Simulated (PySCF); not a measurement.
## A thermochemical cycle for GeSb

PBE in PySCF with def2-SVP on every atom (core potentials on Sb), for the lowest determinant that a PBE0 search found; no spin–orbit coupling. GeSb, a doublet (π ↑), has De = 2.95 eV to neutral atoms, and GeSb⁺, a triplet (π ↑↑), has De = 3.08 eV to Ge⁺ + Sb.

At the same level the Ge atom ionises at 7.91 eV.

Problem. What is the adiabatic ionisation energy of the molecule, and does ionisation strengthen or weaken the bond?

Solution. IE = IE(Ge) + De(neutral) − De(ion) = 7.91 + 2.95 − 3.08 = 7.78 eV. De changes by +0.13 eV, so ionisation strengthens the bond.

These are scalar-relativistic numbers at best; spin–orbit coupling would shift them, the dissociation energy most. For an ion De counts to the pair picked by the measured ionisation energies or electron affinities, which need not be the lowest pair at this level. States were picked by a PBE0 search and need not be the measured ground states.
